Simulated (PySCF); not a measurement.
C2H7GeNS.
Atom-mapped SMILES: `[CH3:1][C:2](=[S:3])[GeH2:4][NH2:5]` (hydrogens: H6, H7, H8 on C1; H9, H10 on Ge4; H11, H12 on N5)

Computed with PySCF 2.14.0, PBE0-D3(BJ)/def2-SVP geometry optimisation, gas phase.

**Question.** List the bond lengths, angles and torsions at this level.

**Answer.** 
| bond | length (Å) | order |
| --- | --- | --- |
| C1–C2 | 1.490 | single |
| C2=S3 | 1.625 | double |
| C2–Ge4 | 1.974 | single |
| Ge4–N5 | 1.842 | single |
| C1–H6, C1–H7, C1–H8 | 1.102 | single |
| Ge4–H9, Ge4–H10 | 1.541 | single |
| N5–H11, N5–H12 | 1.016 | single |

Bonds in one row agree within 0.01 Å and their mean is given. Orders are formal, as drawn. A selection of angles:
| angle | degrees |
| --- | --- |
| C2–C1–H6 | 109.0 |
| C2–C1–H8 | 111.9 |
| H6–C1–H7 | 105.0 |
| H6–C1–H8 | 109.1 |
| H7–C1–H8 | 111.2 |
| C1–C2–S3 | 124.2 |
| C1–C2–Ge4 | 117.4 |
| S3–C2–Ge4 | 118.4 |
| C2–Ge4–N5 | 107.9 |
| C2–Ge4–H9 | 109.0 |
| C2–Ge4–H10 | 107.9 |
| N5–Ge4–H9 | 106.0 |
| N5–Ge4–H10 | 114.9 |
| H9–Ge4–H10 | 111.0 |
| Ge4–N5–H11 | 115.4 |
| H11–N5–H12 | 108.5 |

Torsions: C1–C2–Ge4–N5 -27° (synperiplanar). The mirror-image conformer, all signs reversed, is as good.

Of the pairs four or more bonds apart, N5···H7 is among the closest relative to their van der Waals radii: 2.83 Å, 103 % of the sum of Bondi's values. N5 (nitrogen bonded to Ge and 2 H) is pyramidal (angles 115.4°, 114.9° and 108.5°, sum 338.9°, 0.32 Å off the plane of its three neighbours). Ge4 (germanium bonded to C, N and 2 H) is distorted tetrahedral (angles from 106.0° to 114.9°).

Point group: C1 (no symmetry element, even within 0.4 Å). Not checked by PBE0-D3(BJ)/def2-SVP frequencies. One conformer, not necessarily the lowest (C1–C2–Ge4–N5 -27°, C2–Ge4–N5–H -85° and 147°).

Hardware: an Arm Neoverse V1 with one thread, on a shared host. Cost: 1.8 min, 0.53 GiB resident at most. That covers the optimisation of the geometry.
